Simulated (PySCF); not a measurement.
## CdSi⁺: input and log

State: ²Π (doublet), unpaired electrons π ↑.

An equivalent input (the run itself took its basis sets from the Basis Set Exchange, started from a PBE0 density and held the occupation σ 8α 8β, πx 4α 3β, πy 3α 3β, δx 1α 1β, δy 1α 1β):

```python
from pyscf import gto, scf
mol = gto.M(atom='Cd 0 0 0; Si 0 0 2.69', basis={'Cd': 'def2-SVP', 'Si': 'def2-SVP'}, ecp={'Cd': 'def2-SVP'},
            charge=1, spin=1, verbose=4, symmetry='C2v')
mf = scf.UHF(mol)
mf.irrep_nelec = {'A1': (9, 9), 'A2': (1, 1), 'B1': (4, 3), 'B2': (3, 3)}
mf.conv_tol = 1e-9
mf.max_cycle = 60
mf.diis_space = 10
mf.kernel()
```

The log (some set-up lines and the per-cycle HOMO/LUMO lines removed):

```
******** <class 'pyscf.scf.uhf_symm.SymAdaptedUHF'> ********
method = SymAdaptedUHF
damping factor = 0
level_shift factor = 0
DIIS = <class 'pyscf.scf.diis.CDIIS'>
diis_start_cycle = 1
diis_space = 10
diis_damp = 0
SCF conv_tol = 1e-09
SCF conv_tol_grad = None
SCF max_cycles = 60
number electrons alpha = 17  beta = 16
Set gradient conv threshold to 3.16228e-05
init E= -455.354370298339
cycle= 1 E= -455.365351818748  delta_E= -0.011  |g|= 0.0362  |ddm|= 0.282
cycle= 2 E= -455.366256240444  delta_E= -0.000904  |g|= 0.012  |ddm|= 0.108
cycle= 3 E= -455.366441751244  delta_E= -0.000186  |g|= 0.00605  |ddm|= 0.0271
cycle= 4 E= -455.366576638331  delta_E= -0.000135  |g|= 0.00438  |ddm|= 0.0262
cycle= 5 E= -455.366680003691  delta_E= -0.000103  |g|= 0.0045  |ddm|= 0.0181
cycle= 6 E= -455.366531983561  delta_E= 0.000148  |g|= 0.00427  |ddm|= 0.027
cycle= 7 E= -455.365902741575  delta_E= 0.000629  |g|= 0.00289  |ddm|= 0.155
cycle= 8 E= -455.365752182603  delta_E= 0.000151  |g|= 0.00162  |ddm|= 0.0731
cycle= 9 E= -455.365673716633  delta_E= 7.85e-05  |g|= 0.00128  |ddm|= 0.0959
cycle= 10 E= -455.365672868104  delta_E= 8.49e-07  |g|= 0.000662  |ddm|= 0.0213
cycle= 11 E= -455.365673243502  delta_E= -3.75e-07  |g|= 6.93e-05  |ddm|= 0.0019
cycle= 12 E= -455.365673148554  delta_E= 9.49e-08  |g|= 4.62e-05  |ddm|= 0.00365
cycle= 13 E= -455.365673148745  delta_E= -1.91e-10  |g|= 5.96e-06  |ddm|= 0.000481
Extra cycle  E= -455.365673148781  delta_E= -3.55e-11  |g|= 2.34e-06  |ddm|= 1.4e-05
converged SCF energy = -455.365673148781  <S^2> = 0.7965785  2S+1 = 2.0460484
```

A point of this curve took 0.31 CPU seconds beside 0.099 for the integrals, on Arm Neoverse V1 (shared host).

Spin–orbit coupling is left out. The state was picked by a PBE0 search and need not be the measured ground state.
